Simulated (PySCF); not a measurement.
Molecule: SMILES C[SiH](C)Br (C2H7BrSi). Atoms near the plane z = 0.8 Å, at the PBE0/def2-SVP optimised geometry (x, y, z in Å): Si1 (-0.9, -0.2, 0.0), C2 (1.0, -0.2, 0.0), C3 (-1.6, -1.2, 1.4), H5 (-1.4, 1.2, 0.0), H6 (1.4, 0.3, 0.9), H8 (1.4, -1.2, -0.1), H9 (-2.7, -1.2, 1.4), H11 (-1.2, -2.2, 1.4).

Level of theory: PBE0/def2-TZVP (PySCF). The values are rescaled to run from 0 to 1.

```
|0000000000000000000000000000000|
|0000000000000000000000000000000|
|0000000000000000000000000000000|
|0000000000000000000000000000000|
|0000000000000000000000000000000|
|0000000000000000000000000000000|
|0000000000000000000000000000000|
|0000000011111111111111110000000|
|0000000123221111111111111000000|
|0000001234433322211222211100000|
|0000001346665543322344432110000|
|0000012358999986434699963210000|
|0000113589999999657999995210000|
|0001124899999999889999997310000|
|0111236999999999999999998310000|
|1112247999999999999999996210000|
|1122359999999999999999994100000|
|2234579999999999999999952100000|
|2467899999999999999999631100000|
|3599999999999999767776431100000|
|3699999999999996544455431100000|
|3589999999999864333344432110000|
|2356799999997543222334322110000|
|1233358999996432222223221110000|
|1111124699996422111222221110000|
|0000012489996322111111111110000|
|0000001368985321111111111100000|
|0000001235654221111111111000000|
|0000000123332211111111100000000|
|0000000112221111111000000000000|
|0000000011111111000000000000000|
```
Scale: ten equal steps from 0.000 (start of '0') to 1.00 (end of '9'), in the order '0123456789'; x runs from -3.50 to 3.50, y from -3.50 (bottom) to 3.50 (top).

Problem. Which quantity is mapped?
(A) electrostatic potential
(B) log10 of the electron density
(C) an orbital amplitude
(D) deformation density (molecule minus spherical neutral atoms)

Solution. A, electrostatic potential. In full: electrostatic potential (hartree/e), clipped to [-0.08, 0.12].
